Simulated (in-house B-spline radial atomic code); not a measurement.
Settings and results of a run for Ni3+ (an excited or competing configuration). Method: scalar-relativistic (X2C) BHandHLYP, spin-polarised, spherical fractional occupations, exact exchange averaged over the configuration, Fermi nucleus of rms radius 3.7757 fm. Calculated with an all-electron radial atomic-structure program (B-spline basis).

Command:
```bash
python run_scf.py task.json out
```
Settings (nuclear radius in fm, mass in u):
```
Z                28
configuration    [Ne] 3s2 3p5 3d7 4p1
hamiltonian      x2c
method           bhandhlyp
spin_polarised   True
nucleus          fermi
rms_radius       3.7757
atomic_mass      57.93534
speed_of_light   137.035999084
exact_exchange   averaged over the configuration
```

Output (hartree, bohr):
```
 radial grid: 70 intervals, B-splines of order 8, outer radius 28.1081 bohr

 iter        energy (Eh)    residual
    1       -1497.620570    6.63e-01
    2       -1507.344243    6.62e-01
    3       -1514.608012    1.38e-01
    4       -1515.092538    2.44e-02
    5       -1515.105016    1.70e-02
    6       -1515.111234    2.47e-03
    7       -1515.111366    7.30e-05
    8       -1515.111367    1.50e-05
    9       -1515.111367    8.54e-07
   10       -1515.111367    4.07e-08

 total energy                     -1515.11137
 kinetic                            1539.5390
 electron-nucleus                  -3594.9702
 Hartree                             601.7182
 exact exchange                      -29.6557
 exchange-correlation                -31.7426

 orbital      occ     eigenvalue          <r>       <r^2>       <1/r>       r_max
 1s up      1.000      -307.3128    0.0537354   0.0038965     28.5324     0.03502
 1s down    1.000      -307.2774    0.0537298   0.0038956     28.5346     0.03502
 2s up      1.000       -39.4073      0.24425   0.0704885      6.1522      0.2042
 2s down    1.000       -39.2818     0.243732   0.0701399     6.16322      0.2041
 2p up      3.000       -34.1390      0.21515    0.056841     5.96403      0.1647
 2p down    3.000       -34.0025     0.214791   0.0566105     5.97037      0.1646
 3s up      1.000        -6.5651     0.725585    0.605445     1.96383       0.635
 3s down    1.000        -6.1671     0.731644    0.616303     1.94267      0.6365
 3p up      3.000        -4.9871     0.753444    0.664556     1.82179      0.6405
 3p down    2.000        -4.6324     0.762881     0.68279     1.79898      0.6433
 3d up      5.000        -2.4274     0.831157    0.855845     1.53269      0.6067
 3d down    2.000        -2.1770     0.862803    0.931927     1.49418      0.6133
 4p up      1.000        -1.1403      2.33398     6.15056    0.555427        2.07
```

Cost of the run: 0.48 s on 1 thread of Arm Neoverse N1, with other jobs on the host.

One-electron X2C: radii and densities carry no picture-change correction, so inner-shell <1/r> comes out high (for 1s by about 2 % at Z = 33, 5 % at 54, 10 % at 75, 30 % at 118) and <r> low.
